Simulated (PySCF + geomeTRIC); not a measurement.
These are PBE0-D4/def2-TZVP (PySCF + geomeTRIC) values and carry that method's errors. fastk is a local helper that only speeds up exchange builds. No frequencies were computed at this level.

```python
import json, numpy as np
from pyscf import gto, dft
from fastk import lowrank_exchange
atoms = """
C      2.053520     0.501758    -0.556796
C      0.986591     0.073083    -0.206932
Si    -0.659522    -0.591363     0.335572
O     -1.862978     0.417954    -0.090213
H      2.987954     0.875690    -0.865055
H     -1.007928    -1.799366    -0.397499
H     -0.597734    -0.743183     1.793097
H     -1.871249     1.337510     0.156636
"""
def scf(charge, spin, dm0=None):
    mol = gto.M(atom=atoms, basis='def2-tzvp', ecp={}, charge=charge, spin=spin, verbose=3, max_memory=5040)
    mf = dft.KS(mol, xc='pbe0').density_fit(auxbasis="def2-universal-jkfit")
    mf.disp = 'd4'
    mf.grids.level = 3
    mf.conv_tol = 1e-8
    mf.max_cycle = 60
    mf.kernel(dm0)
    if not mf.converged:
        mf = mf.newton().run(mf.mo_coeff, mf.mo_occ).undo_soscf()
    return mf
mf = scf(0, 0)
from pyscf.geomopt.geometric_solver import kernel as optimize
path = []
done, mol = optimize(mf, maxsteps=80, assert_convergence=False, callback=lambda env: path.append((env["energy"], bool(env["g_scanner"].converged))))
res = dict(converged=bool(done and path[-1][1]), energy=path[-1][0], path=[e for e, c in path], xyz=mol.atom_coords(unit="Angstrom").tolist(), nao=mol.nao)
json.dump(res, open("result.json", "w"))
```

Output:

```
converged SCF energy = -443.085926106801
Geometry optimization cycle 1
converged SCF energy = -443.085926105785
cycle 1: E = -443.085926106  dE = -443.086  norm(grad) = 0.0333001
Geometry optimization cycle 2
converged SCF energy = -443.087567879433
cycle 2: E = -443.087567879  dE = -0.00164177  norm(grad) = 0.00595164
Geometry optimization cycle 3
converged SCF energy = -443.087701517698
cycle 3: E = -443.087701518  dE = -0.000133638  norm(grad) = 0.00282532
Geometry optimization cycle 4
converged SCF energy = -443.087733680993
cycle 4: E = -443.087733681  dE = -3.21633e-05  norm(grad) = 0.00128962
Geometry optimization cycle 5
converged SCF energy = -443.087736999416
cycle 5: E = -443.087736999  dE = -3.31842e-06  norm(grad) = 0.000526904
Geometry optimization cycle 6
converged SCF energy = -443.087738007559
cycle 6: E = -443.087738008  dE = -1.00814e-06  norm(grad) = 0.00017478
Geometry optimization cycle 7
converged SCF energy = -443.087738239907
cycle 7: E = -443.08773824  dE = -2.32348e-07  norm(grad) = 0.000208702
<class 'geometric.internal.Distance'> : 7
<class 'geometric.internal.Angle'> : 7
<class 'geometric.internal.LinearAngle'> : 4
<class 'geometric.internal.Dihedral'> : 3
<class 'geometric.internal.TranslationX'> : 1
<class 'geometric.internal.TranslationY'> : 1
<class 'geometric.internal.TranslationZ'> : 1
<class 'geometric.internal.RotationA'> : 1
<class 'geometric.internal.RotationB'> : 1
<class 'geometric.internal.RotationC'> : 1
Step    0 : Gradient = 1.177e-02/1.998e-02 (rms/max) Energy = -443.0859261058
Step    1 : Displace = 3.304e-02/6.560e-02 (rms/max) Trust = 1.000e-01 (=) Grad = 2.104e-03/3.731e-03 (rms/max) E (change) = -443.0875678794 (-1.642e-03) Quality = 1.067
Step    2 : Displace = 1.014e-02/1.677e-02 (rms/max) Trust = 1.414e-01 (+) Grad = 9.989e-04/1.868e-03 (rms/max) E (change) = -443.0877015177 (-1.336e-04) Quality = 1.343
Step    3 : Displace = 8.441e-03/1.803e-02 (rms/max) Trust = 2.000e-01 (+) Grad = 4.559e-04/9.599e-04 (rms/max) E (change) = -443.0877336810 (-3.216e-05) Quality = 1.113
Step    4 : Displace = 2.627e-03/5.997e-03 (rms/max) Trust = 2.828e-01 (+) Grad = 1.863e-04/3.902e-04 (rms/max) E (change) = -443.0877369994 (-3.318e-06) Quality = 1.341
Step    5 : Displace = 1.953e-03/4.050e-03 (rms/max) Trust = 3.000e-01 (+) Grad = 6.179e-05/1.061e-04 (rms/max) E (change) = -443.0877380076 (-1.008e-06) Quality = 1.103
Step    6 : Displace = 7.994e-04/1.566e-03 (rms/max) Trust = 3.000e-01 (=) Grad = 7.379e-05/1.312e-04 (rms/max) E (change) = -443.0877382399 (-2.323e-07) Quality = 1.485
Converged! =D
```

Cost: about 100 core-seconds (a rough figure).
